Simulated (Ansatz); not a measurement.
Z-matrix (Å, degrees):
```
C
S 1 1.817
N 1 1.443 2 111.0
H 1 1.092 2 109.0 3 -119.6
H 1 1.098 2 104.6 3 125.2
Ge 2 2.224 1 97.4 3 48.7
H 3 1.013 1 111.3 2 -173.5
H 3 1.013 1 110.9 2 65.4
H 6 1.539 2 104.6 1 161.0
H 6 1.536 2 108.8 1 43.0
H 6 1.534 2 112.7 1 -80.4
```

Charge 0, multiplicity 1.

**Question.** List the r2SCAN/def2-TZVPP orbital energies in eV (Ansatz 0.2.0). (An estimate is asked.)

**Answer.** Computed: Occupied: -10834.22, -2408.72, -1349.32, -1199.38, -1199.36, -1199.35, -385.34, -274.74, -213.14, -167.50, -157.22, -157.13, -156.99, -117.24, -117.17, -117.15, -30.51, -30.48, -30.46, -30.40, -30.39, -23.76, -19.36, -16.15, -13.80, -12.90, -12.13, -10.71, -9.47, -8.73, -8.34, -7.53, -6.35, -5.76. Lowest empty: -0.34, 0.36, 0.56, 1.44, 1.45, 1.86, 2.40, 2.64.
